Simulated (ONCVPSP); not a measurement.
# cobalt: one change to an ONCV potential, before and after

```
Element                 : cobalt
Generator               : ONCVPSP 4.0.1
Type                    : optimised norm-conserving Vanderbilt (ONCV)
Functional              : LDA (Perdew-Zunger)
Relativity              : scalar-relativistic
Frozen core             : [Ne] 3s2
Valence charge          : 15
Reference configuration : 3p6 3d7 4s1.5 4p0.5
Partial waves           : 4s: rc 1.95 bohr, ncon 4, nbas 7, qcut 3.3 1/bohr, 2 projectors, debl 3.2 Ha; 3p+4p: rc 1.30 bohr, ncon 4, nbas 7, qcut 10.9 1/bohr, 2 projectors; 3d: rc 1.15 bohr, ncon 3, nbas 8, qcut 16.3 1/bohr, 2 projectors, debl 2.4 Ha
Local potential         : polynomial inside 1.15 bohr (lpopt 5, dvloc0 3 Ha)
Core correction         : Teter function, fcfact 3.75, rcfact 1.75
```

All-electron outer shells of the reference configuration (LDA (Perdew-Zunger), scalar-relativistic, ld1.x):

| shell | level (eV) | outermost node (bohr) | outermost maximum (bohr) |
| --- | --- | --- | --- |
| 2p | -770.38 | – | 0.17 |
| 3s | -102.83 | 0.31 | 0.67 |
| 3p | -66.48 | 0.28 | 0.68 |
| 3d | -9.39 | – | 0.66 |
| 4s | -6.30 | 0.96 | 2.26 |
| 4p | -1.87 | 1.05 | 3.13 |

Change: all radii but the core radius scaled by about 1.11 (s 2.16, p 1.44, d 1.28 bohr); local potential polynomial inside 1.28 bohr (lpopt 5, dvloc0 3 Ha).

Cutoffs: the cutoffs (Ha) at which the residual kinetic energy of the hardest occupied pseudo-wave falls to 1 and 0.1 mHa per electron; they do not see the model core or the augmentation charge, which bear on the density cutoff. Errors are all-electron minus pseudo energies relative to the spin-unpolarised reference configuration.

Task: What does the change do?

Result: The potential gets softer (86 Ha and 98 Ha → 77 Ha and 90 Ha); the errors of the 4 common tests hardly move; neither file shows a bound ghost. A larger radius leaves more room for a smooth pseudo-wave, so fewer plane waves are needed.

```csv
quantity,base,changed
"cutoff, loose",86 Ha,77 Ha
"cutoff, tight",98 Ha,90 Ha
loose cutoff by channel,"s 4.9 Ha, p 38 Ha, d 86 Ha","s 4.9 Ha, p 37 Ha, d 77 Ha"
bound ghosts,none,none
GHOST(+) flags under 300 eV,s at 54.8 eV,s at 83.5 eV
"error for 3p6 3d7 4s2 4p0, meV [ΔE -2.18 eV]",-1.0,-1.0
"error for 3p6 3d7 4s1 4p0, meV [ΔE 7.12 eV]",-1.8,-1.8
"error for 3p6 3d7 4s0 4p0, meV [ΔE 24.20 eV]",-26,-24
"error for 3p6 3d7 4s0 4p1, meV [ΔE 12.57 eV]",-19,-18
"rms error of d²Exc/dni dnj with the model core, mHa",0.87,0.90
```
